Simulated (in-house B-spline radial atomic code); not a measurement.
A run on an ion of nuclear charge 21 with 21.6 electrons that did not converge. Method: scalar-relativistic (X2C) B3LYP, spin-polarised, spherical fractional occupations, Fermi nucleus of rms radius 3.5459 fm; computed with an all-electron radial atomic-structure program (B-spline basis).

Command:
```bash
python run_scf.py task.json out
```
Settings (nuclear radius in fm, mass in u):
```
Z                21
configuration    [Ar] 3d1.6 4s2
hamiltonian      x2c
method           b3lyp
spin_polarised   True
nucleus          fermi
rms_radius       3.5459
atomic_mass      44.95591
speed_of_light   137.035999084
```

First and last ten iterations of the last attempt (damped for 15 steps, keeping 80 % of the old Fock matrix, then DIIS):
```
 iter        energy (Eh)    residual
    1        -761.575751    2.79e-01
    2        -762.255430    2.06e-01
    3        -763.206127    1.33e-01
    4        -763.716891    8.26e-02
    5        -763.978947    5.04e-02
    6        -764.106593    2.93e-02
    7        -764.164744    1.55e-02
    8        -764.188709    9.41e-03
    9        -763.839408    3.50e-02
   10        -764.147990    2.00e-02
  111        -763.818475    3.43e-02
  112        -763.817500    3.43e-02
  113        -763.817328    3.43e-02
  114        -763.817432    3.43e-02
  115        -763.816582    3.43e-02
  116        -764.194636    4.90e-03
  117        -764.194480    4.98e-03
  118        -763.812601    3.43e-02
  119        -763.812782    3.43e-02
  120        -763.813296    3.43e-02
 not converged after 120 iterations
```

The smallest residual met was 2.4e-03; the threshold is about 2e-07. No energy from this run should be used. The likely cause: this method binds the added charge weakly or not at all at the basis-set limit, so charge moves back and forth between the atom and the box. Time taken, with all properties: 5 s on 1 thread of Arm Neoverse N1, with other jobs on the host.
